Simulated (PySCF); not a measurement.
The vertical singlet excitations below were computed for one of the candidates. Method: TDDFT B3LYP/def2-SVPD, vertical, gas phase, core orbitals frozen in the response in PySCF 2.14.0, density-fitted response routines. Geometries: GFN2-xTB, one conformer each.

```json
{"state": "S1", "E (eV)": "5.07", "λ (nm)": "244.4", "f": "0.0056"}
{"state": "S2", "E (eV)": "5.42", "λ (nm)": "228.8", "f": "0.014"}
{"state": "S3", "E (eV)": "5.52", "λ (nm)": "224.5", "f": "0.0021"}
{"state": "S4", "E (eV)": "5.80", "λ (nm)": "213.9", "f": "0.0066"}
{"state": "S5", "E (eV)": "5.93", "λ (nm)": "209.1", "f": "0.010"}
{"state": "S6", "E (eV)": "6.01", "λ (nm)": "206.5", "f": "0.012"}
{"state": "S7", "E (eV)": "6.13", "λ (nm)": "202.4", "f": "0.015"}
{"state": "S8", "E (eV)": "6.36", "λ (nm)": "195.0", "f": "0.019"}
```

Triplets computed (Tamm–Dancoff): 4.66, 5.11, 5.19 eV.

Task: Which candidate is it?
A. `C1(CSC[C@@H]1F)=O`
B. `F[C@H]1C[SiH2]SCS1`
C. `[SiH3]O[C@@H]1SC[C@H]1S`

Result: B. Its S1, at 5.07 eV, is the highest among the candidates; the nearest of the others has S1 at 4.58 eV. S1 is HOMO→LUMO (95%). Löwdin shares by element: HOMO sulfur 80%, silicon 4%, carbon 4% or more; LUMO sulfur 54%, carbon 13% or more, silicon 9% (atoms not listed hold the other 24%). At the same level the other candidates give, for their lowest levels:
- `O=C1CSC[C@@H]1F`: 4.02 eV (f 0.001); 4.37 eV (f 0.001); 5.27 eV (f 0.000); 6.05 eV (f 0.030); 6.31 eV (f 0.003); T1 3.59 eV; HOMO -6.88, LUMO -1.77 eV
- `[SiH3]O[C@@H]1SC[C@H]1S`: 4.58 eV (f 0.001); 5.28 eV (f 0.012); 5.42 eV (f 0.010); 5.71 eV (f 0.004); 5.78 eV (f 0.045); T1 4.14 eV; HOMO -6.48, LUMO -0.63 eV
